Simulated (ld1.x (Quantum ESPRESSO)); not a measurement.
**Ge, ultrasoft: configuration errors across variants**

Ge, ultrasoft, made with ld1.x (Quantum ESPRESSO) 7.5 (PW91, scalar-relativistic). Core [Ne], reference 3s2 3p6 3d10 4s1.5 4p2.5. Waves: 3s (bound): rcut 0.85, rcutus 1.00 bohr; 4s (bound): rcut 0.85, rcutus 1.00 bohr; 3p (bound): rcut 0.90, rcutus 1.20 bohr; 4p (bound): rcut 0.90, rcutus 1.20 bohr; 3d (bound): rcut 0.80, rcutus 0.95 bohr; 3d channel at -1 Ry: rcut 0.80, rcutus 0.95 bohr; 4f channel at 0.3 Ry: rcut 0.90, rcutus 1.15 bohr; 4f channel at 2.4 Ry: rcut 0.90, rcutus 1.15 bohr. Local part: all-electron potential smoothed inside 0.75 bohr (lloc = -1). Core correction: a·sin(br)/r model core, default radius (core density twice the valence density). Augmentation charge: PSQ, inside the norm-conserving radii.

All-electron excitation energies from the reference (eV): (1) 3s2 3p6 3d10 4s2 4p2 -3.967; (2) 3s2 3p6 3d10 4s2 4p1 3.535; (3) 3s2 3p6 3d10 4s2 4p0 19.059.

The overlap operator is not positive definite (basis up to 400 Ry) in “base”, “waves 3s (bound): rcut 0.60, rcutus 0.64 bohr; 4s (bound): rcut 0.60, rcutus 0.64 bohr”, “waves 3s (bound): rcut 0.74, rcutus 0.78 bohr; 4s (bound): rcut 0.74, rcutus 0.78 bohr”, “waves 3s (bound): rcut 0.82, rcutus 0.86 bohr; 4s (bound): rcut 0.82, rcutus 0.86 bohr”, “waves 3s (bound): rcut 0.85, rcutus 1.14 bohr; 4s (bound): rcut 0.85, rcutus 1.14 bohr”. Such files are unfit for use, however small their errors in these radial tests.

2 further variants failed, have other tests or too few solved ones, and are left out.

Errors AE − PS in meV (a dash: test not solved or not reliable):

```tsv
change	(1)	(2)	(3)	bound ghosts
base	-68	-261	-1160	not determined (overlap not positive)
waves 3s (bound): rcut 0.60, rcutus 0.64 bohr; 4s (bound): rcut 0.60, rcutus 0.64 bohr	-66	-257	-1161	not determined (overlap not positive)
waves 3s (bound): rcut 0.74, rcutus 0.78 bohr; 4s (bound): rcut 0.74, rcutus 0.78 bohr	-67	-257	-1158	not determined (overlap not positive)
waves 3s (bound): rcut 0.82, rcutus 0.86 bohr; 4s (bound): rcut 0.82, rcutus 0.86 bohr	-69	-262	-1165	not determined (overlap not positive)
waves 3s (bound): rcut 0.85, rcutus 1.14 bohr; 4s (bound): rcut 0.85, rcutus 1.14 bohr	-67	-256	-1127	not determined (overlap not positive)
```

Give the same row for: waves 3s (bound): rcut 0.85, rcutus 1.38 bohr; 4s (bound): rcut 0.85, rcutus 1.38 bohr.

–, –, –; bound ghosts: not determined (overlap not positive). Its overlap operator is not positive definite in a basis up to 400 Ry (lowest eigenvalue s -0.14, p -1.08, f -3.68), so the file is unfit for use: the generalised eigenproblem breaks down once the basis is large enough, and its test numbers describe a broken file.
